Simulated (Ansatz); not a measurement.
Relaxation of ClH5W (7 atoms, charge 0, multiplicity 1), to a largest force component of 0.03 eV/Å in at most 50 steps.

Level of theory: RKS B3LYP-D4/def2-SVP (Ansatz 0.2.0).

```xyz
7
Properties=species:S:1:pos:R:3:forces:R:3
W -0.356 0.038 -0.558 0.12 0.01 0.25
Cl 1.152 -0.143 2.686 0.32 0.15 -1.06
H 1.722 0.045 1.491 -0.45 -0.12 0.84
H 0.481 1.493 -0.260 -0.01 -0.01 0.01
H -1.765 0.012 0.403 0.01 0.01 0.00
H 0.692 -1.284 -0.322 0.01 -0.02 -0.03
H -0.704 -0.161 -2.219 0.00 -0.01 0.00
```

**Question.** Where does it end, and by what steps?

**Answer.** The forces met the threshold. After 13 steps the energy has fallen by 1.964 eV; Cl2 moved furthest, 1.33 Å. Parted: Cl2–H3 (1.34 → 2.44 Å). Joined: W1–Cl2 (3.58 → 2.40 Å), W1–H3 (2.92 → 1.67 Å).

| step | energy less start (eV) | largest force component (eV/Å) | accepted |
| --- | --- | --- | --- |
| 0 | 0.0000 | 1.062 | yes |
| 1 | -0.0773 | 0.559 | yes |
| 2 | -0.1452 | 0.174 | yes |
| 3 | -0.2386 | 0.597 | yes |
| 4 | -0.3649 | 1.287 | yes |
| 5 | -0.6132 | 1.643 | yes |
| 6 | -0.8033 | 3.149 | yes |
| 7 | -1.1930 | 2.198 | yes |
| 8 | -1.7247 | 1.046 | yes |
| 9 | -1.9189 | 0.452 | yes |
| 10 | -1.9612 | 0.145 | yes |
| 11 | -1.9630 | 0.056 | yes |
| 12 | -1.9632 | 0.046 | yes |
| 13 | -1.9635 | 0.013 | yes |

```xyz
7
Properties=species:S:1:pos:R:3
W -0.064 0.176 -0.013
Cl 0.264 -0.935 2.086
H 1.481 0.497 0.534
H 0.506 1.727 -0.468
H -1.501 0.276 0.887
H 0.862 -1.190 -0.263
H -0.328 -0.550 -1.542
```

Run time: 57 s on 1 thread of Arm Neoverse V1, on a shared host, peak memory 0.16 GiB.
